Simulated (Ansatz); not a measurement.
Question: Name a neutral molecule of C, F, Ga, Se and H with LUMO energy (PBE/def2-TZVPP) between -2.75 and -2.45 eV and HOMO energy (PBE0/def2-TZVPP) between -7.15 and -6.85 eV (Ansatz, PBE0-D4/def2-TZVP geometry).

Answer: `F[CH]1[GaH][Se]1` (-2.52 eV, -6.85 eV). Other molecules can fit too; these were computed, each in one conformer that needn't be the lowest.
